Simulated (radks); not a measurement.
Question: K V, configuration [Ne] 3s2 3p3 (the NIST ground configuration). Method: non-relativistic Kohn-Sham, AM05, spin-polarised, spherical densities, point nucleus; open shells are filled with parallel spins first; computed with a radial shooting solver on a logarithmic mesh with Libxc functionals. Some entries of the table are withheld. Estimate them.

| orbital | occ. | eigenvalue (eV) | <r^2> (bohr^2) | <r> (bohr) |
|---|---|---|---|---|
| 1s up | 1 | -3561.328 | 0.008964 | 0.08170 |
| 1s down | 1 | -3560.355 | 0.008960 | 0.08168 |
| 2s up | 1 | -412.9197 | 0.1803 | 0.3901 |
| 2s down | 1 | -412.0108 | 0.1796 | 0.3895 |
| 2p up | 3 | -343.4975 | (1) | 0.3506 |
| 2p down | 3 | -342.2456 | (2) | 0.3502 |
| 3s up | 1 | -90.8161 | 1.566 | 1.171 |
| 3s down | 1 | -85.6172 | 1.603 | 1.183 |
| 3p up | 3 | -73.1815 | 1.762 | 1.234 |
| 3p down | 0 | -68.1956 | 1.831 | 1.256 |

Answer: 
(1) 2p up <r^2> (bohr^2): 0.1523
(2) 2p down <r^2> (bohr^2): 0.1517
